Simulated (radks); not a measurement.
Radial electron density D(r) = 4 pi r^2 rho(r) of an atom or ion with 47 electrons. Method: Dirac Kohn-Sham, PBE, spin-unpolarised, spherical densities, finite nucleus; Fermi nuclear charge, rms radius of each element as measured or else 0.836 A^(1/3) + 0.57 fm; computed with a radial shooting solver on a logarithmic mesh with Libxc functionals.

r (bohr)  D(r) (e/bohr)
0.002365          14.38
0.003079          21.07
0.004042          30.37
0.005263          41.81
0.006908          55.44
0.008995          68.77
0.01181           79.61
0.01537           84.15
0.02018           81.48
0.02628           75.57
0.03421           74.99
0.04491           86.78
0.05848           103.7
0.07676           107.6
0.09995           92.35
0.1312            81.88
0.1708            91.99
0.2242            89.83
0.292             56.70
0.3832            35.17
0.499             40.72
0.655             34.09
0.8529            15.04
1.111             4.169
1.458            0.8759
1.898            0.1045
2.491          0.003268

What is the nuclear charge?

Answer. Z = 62. The innermost maximum, from 1s, lies near gamma/Z bohr with gamma = sqrt(1 - (Z/c)^2) = 0.892, here 0.0144 bohr (found: 0.0159), and its height grows with Z. The density is that of the samarium ion Sm15+ in [Kr] 4d10 5s1; the configuration itself is not fixed sharply by these data, and Z only to a few units. D(r) has 4 maxima, at r = 0.0159, 0.0703, 0.194, 0.532 bohr, and minima at 0.0306, 0.129, 0.393 bohr, inside which lie 2.01, 11.22, 29.02 electrons.
